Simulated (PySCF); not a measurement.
Species: IrH2 (doublet state).
Structure used (PBE0-D3(BJ)/def2-SVP), in Å, numbered top down from 1:
```xyz
3
IrH2 angstrom
Ir     0.0469    0.8759    0.0326
H     -1.0190   -0.2379    0.0097
H      1.1672   -0.1838    0.0062
```

Method: PBE0-D3(BJ)/def2-SVP geometry optimisation, gas phase, def2 core potentials past Kr in PySCF 2.14.0.

Masses are those of the commonest isotopes; rigid-rotor values at the optimised geometry. 

Task: Give the principal moments of inertia and the rotational constants in GHz.

Result: Ia = 2.36, Ib = 2.41, Ic = 4.77 u·Å²; 505379 MHz·u·Å²/I gives 214264, 209700 and 105979 MHz, that is A = 214.26, B = 209.70, C = 105.98 GHz.

Task: Classify the top.

Result: A near-oblate asymmetric top: κ = (2 × 209700 − 214264 − 105979)/(214264 − 105979) = 0.92.

Task: Where do the levels up to J = 4 lie, in MHz?

Result: Above 0(0,0):
J = 1: 1(0,1) 315679, 1(1,1) 320243, 1(1,0) 423964
J = 2: 2(0,2) 847732, 2(1,2) 847879, 2(1,1) 1159043, 2(2,1) 1172736, 2(2,0) 1272040
J = 3: 3(0,3) 1589662, 3(1,3) 1589665, 3(1,2) 2119036, 3(2,2) 2119772, 3(2,1) 2424183, 3(3,1) 2451566, 3(3,0) 2544521
J = 4: 4(0,4) 2543474, 4(1,4) 2543474, 4(1,3) 3285215, 4(2,3) 3285236, 4(2,2) 3813544, 4(3,2) 3815744, 4(3,1) 4111215, 4(4,1) 4156838, 4(4,0) 4241843
The levels of one J sum to (2J + 1)J(J + 1)(A + B + C)/3.

Task: Predict some low-J microwave lines.

Result: The dipole components are |μa| = 0.00 D, |μb| = 1.87 D, |μc| = 0.00 D; the symmetry axis of this C2v structure is b, so μa and μc vanish by symmetry and there are no a-type or c-type lines. Some lines, for components of 0.1 D or more:

```
type  branch         J(Ka,Kc)      MHz  lower level (cm⁻¹)
   b       Q  1(1,0) ← 1(0,1)   108286              10.530
   b       R  1(1,1) ← 0(0,0)   320243               0.000
   b       R  2(1,2) ← 1(0,1)   532201              10.530
   b       Q  5(3,3) ← 5(2,4)   741613             155.540
   b       Q  4(2,3) ← 4(1,4)   741761              84.841
   b       R  3(1,3) ← 2(0,2)   741933              28.277
   b       R  2(2,1) ← 1(1,0)   748772              14.142
   b       R  3(2,2) ← 2(1,1)   960729              38.662
   b       R  5(3,2) ← 4(4,1)  1773953             138.657
   b       R  5(5,1) ← 4(4,0)  2046842             141.493
   b       R  5(4,1) ← 4(3,2)  2404558             127.280
   b       R  5(2,3) ← 4(1,4)  2861024              84.841
```

Task: Estimate the classical rotational partition function at 200 K and 298.15 K.

Result: Point group C2v, symmetry number σ = 2; q = (√π/σ)·√((kT/h)³/(ABC)), k/h = 20836.6 MHz/K: 109 at 200 K, 199 at 298.15 K.

For this open shell read J as N, the rotation without spin; fine and hyperfine splittings come on top. Not checked by PBE0-D3(BJ)/def2-SVP frequencies. ⟨S²⟩ = 0.753 (exact for a doublet: 0.75). These are rigid-rotor constants of the computed structure; measured ground-state constants (B0) also hold zero-point vibration.
